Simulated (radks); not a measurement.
The europium anion Eu- inside a hard spherical wall (all orbitals vanish at R), configuration held at [Xe] 4f8 6s2 and not refilled when levels cross. Method: scalar-relativistic Kohn-Sham, PBE, spin-polarised, spherical densities, point nucleus; open shells are filled with parallel spins first (spin-orbit coupling, left out, can overturn this in heavy ions); computed with a radial shooting solver on a logarithmic mesh with Libxc functionals. Eigenvalues in eV for spin up, with the zero of energy where the potential of the charges vanishes at infinity; a dash marks a level that is unbound or too diffuse for the functional's potential to be trusted. A positive occupied level is held by the wall or, in an anion where self-interaction has pushed it up, behind a barrier. The pressure on the wall is -dE/dV.

R (bohr)  E (hartree)  kinetic (hartree)    e(5s)    e(5p)   e(4f)   e(6s)  e(5d, empty)  e(6p, empty)  pressure (GPa)
15        -10844.2810          11618.946  -42.651  -21.548  -0.962  -0.921             -             -           0.114
12        -10844.2410          11618.916  -41.046  -20.043   0.841  -0.007             -             -           0.270
7         -10844.0524          11619.119  -34.255  -13.647   8.119   4.007         6.856         7.201            4.42
5         -10843.6263          11620.320  -29.282   -9.032  13.489  10.886        12.141        17.033            42.4
4         -10842.7916          11623.091  -24.171   -4.230  19.374  22.086        18.692        32.043             212
3         -10839.4438          11634.578  -11.602    8.826  34.714  58.286        36.804        75.996            1770
2.5       -10833.8479          11652.732    3.618   26.103  52.502  107.92        60.182        132.30            6550
2         -10818.0771          11700.419   39.503   68.073  87.700  223.51        114.61        258.20           31100
1.5       -10762.1803          11861.391   156.02   201.53  170.31  546.35        272.43        597.12          222000
